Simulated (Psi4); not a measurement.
Psi4 input (wB97X-D/6-311+G**):

```
memory 1500 MB

molecule {
1 1
C    -0.90460423   -0.84732698    0.11065920
C    -1.06018108    0.61470875   -0.21602431
C     0.15747036    0.12761119    0.49611742
N     1.44757121    0.09578820   -0.26068901
H    -0.71084687   -1.52651156   -0.71038905
H    -1.48809910   -1.27667292    0.91219987
H    -1.75324154    1.21500696    0.35544829
H    -0.96997087    0.90861000   -1.25450300
H     0.33551045    0.37797384    1.53179942
H     1.91776843    1.00575094   -0.23487798
H     2.08906113   -0.60397470    0.12480599
H     1.29070966   -0.14065778   -1.24417437
symmetry c1
no_reorient
no_com
}

set {
  basis 6-311+G**
  reference rks
  scf_type df
  df_basis_scf def2-universal-jkfit
  dft_radial_points 99
  dft_spherical_points 590
  e_convergence 1e-8
  d_convergence 1e-7
  maxiter 150
}

e = energy('wb97x-d')
print_out(f'\nFINAL {e:.10f} DIPOLE {variable("CURRENT DIPOLE")[0]:.6f} {variable("CURRENT DIPOLE")[1]:.6f} {variable("CURRENT DIPOLE")[2]:.6f}\n')
```

From the output:

```
     113A      2.637801   114A      2.672415   115A      2.705642
     116A      2.739385   117A      2.803616   118A      2.803766
     119A      2.851582   120A      2.854910   121A      2.937068
     122A      2.997180   123A      3.260313   124A      3.409231
     125A      3.452893   126A      3.576992   127A      3.788591
     128A      4.138536   129A      4.325696   130A      4.526810
     131A      4.532555   132A      4.766773   133A     23.758212
     134A     23.860631   135A     23.881319   136A     35.429567

    Final Occupation by Irrep:
              A
    DOCC [    16 ]
    NA   [    16 ]
    NB   [    16 ]

  @DF-RKS Final Energy:  -173.60040931027632

   => Energetics <=

    Nuclear Repulsion Energy =            133.2039577859316637
    One-Electron Energy =                -488.9439375207177818
    Two-Electron Energy =                 199.8560904283383195
    DFT Exchange-Correlation Energy =     -17.7118614321894050
    Empirical Dispersion Energy =          -0.0046585716391178
    VV10 Nonlocal Energy =                  0.0000000000000000
    Total Energy =                       -173.6004093102763193

Computation Completed

Properties will be evaluated at   0.000000,   0.000000,   0.000000 [a0]

Properties computed using the SCF density matrix

 Multipole Moments:

 ------------------------------------------------------------------------------------
     Multipole            Electronic (a.u.)      Nuclear  (a.u.)        Total (a.u.)
 ------------------------------------------------------------------------------------

 L = 1.  Multiply by 2.5417464519 to convert [e a0] to [Debye]
 Dipole X            :          1.8306986            0.0000001            1.8306987
 Dipole Y            :          0.1160353           -0.0000001            0.1160352
 Dipole Z            :         -0.3525331           -0.0000001           -0.3525332
 Magnitude           :                                                    1.8679405

 ------------------------------------------------------------------------------------

FINAL -173.6004093103 DIPOLE 1.830699 0.116035 -0.352533

*** Psi4 exiting successfully. Buy a developer a beer!
```

The dipole moment of an ion depends on the origin.

The geometry given is a B3LYP-D3(BJ)/def2-TZVP minimum.
